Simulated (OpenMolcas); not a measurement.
A calculation on Ti2+.

| Property | Result |
| --- | --- |
| Program | OpenMolcas |
| Method | RASSCF |
| Basis | ANO-RCC-VTZP [6s5p3d2f1g] |
| Scalar Hamiltonian | DKH2, point nucleus |
| Active space | 2 electrons in 9 orbitals (RAS2 3d 4s; RAS3 4p, at most 2 electrons) |
| State averaging | 2S+1 = 3 even, 15 roots; 2S+1 = 1 even, 20 roots kept (CI in the orbitals of an earlier block); 2S+1 = 3 odd, 15 roots; 2S+1 = 1 odd, 15 roots kept (CI in the orbitals of an earlier block) |
| Spin-orbit coupling | state interaction with AMFI integrals over the reference wave functions, term energies averaged over their components |

Q: Which level of the active space comes out lowest?

A: 3d2 3F2, with 100 % of that term; it is also the measured ground level.

Q: How high does 3d2 1G4 lie?

A: 17920 cm-1 above the lowest level; measured 14398 cm-1 above the ground level, so the calculation is off by +24 %.

Q: How high does 3d 4s 3D2 lie?

A: 39141 cm-1 above the lowest level; measured 38199 cm-1 above the ground level, so the calculation is off by +2 %.

Q: How high does 3d 4s 3D3 lie?

A: 39339 cm-1 above the lowest level; measured 38426 cm-1 above the ground level, so the calculation is off by +2 %.

Measured values: Corliss and Sugar, J. Phys. Chem. Ref. Data 8, 1 (1979).

Without dynamic correlation excited terms often stand tens of per cent too high (terms of higher spin than the ground term too low), and those without a measured partner can miss by more than the paired ones. Terms from blocks run as CI alone lack orbitals of their own. A single d shell beside an s shell can misplace configurations of different d count against each other. Computed and measured levels are paired by configuration, term and J; levels that our copy of the source lacks, or whose pairing is in doubt (as where it misses far off the trend of its configuration), stay unpaired and out of the deviations. Levels of configurations outside the active space are missing.
